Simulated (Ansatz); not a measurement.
Tuning the range parameter of LC-ωPBE so that −HOMO meets the ionisation energy; basis def2-TZVPD, Ansatz. System: GeF₂⁻ (the lowest doublet isomer of a short search). The state is a doublet with charge -1. Geometry: PBE-D4/def2-TZVPD. The ionised state is a singlet, and HOMO is the level of the spin that leaves.

Geometry of the doublet:

```xyz
3

Ge    0.396    0.722    0.158
F     1.018   -0.965   -0.361
F    -1.413    0.244    0.203
```

At LC-ωPBE (ω = 0.10 bohr⁻¹)/def2-TZVPD, LC-ωPBE (ω = 0.15 bohr⁻¹)/def2-TZVPD the highest occupied level of the charge -1 doublet lies above zero (up to 0.70 eV). By energy differences its removal costs 0.91 eV (vertical, to the charge 0 singlet, at LC-ωPBE (ω = 0.10 bohr⁻¹)/def2-TZVPD); a positive level beside a positive removal energy at the same level points to self-interaction error. The structure comes from a short search, and lower isomers may exist.

| ω (1/bohr) | HOMO (eV) | LUMO (eV) | vertical IE (eV) | HOMO + IE (eV) |
| --- | --- | --- | --- | --- |
| 0.1 | 0.70 | 4.68 | 0.91 | 1.61 |
| 0.15 | 0.14 | 5.19 | 0.94 | 1.08 |
| 0.2 | -0.31 | 5.56 | 0.98 | 0.68 |
| 0.3 | -0.94 | 5.96 | 1.08 | 0.15 |

Task: Where does the tuning condition hold?

Result: Not within the range that was run.
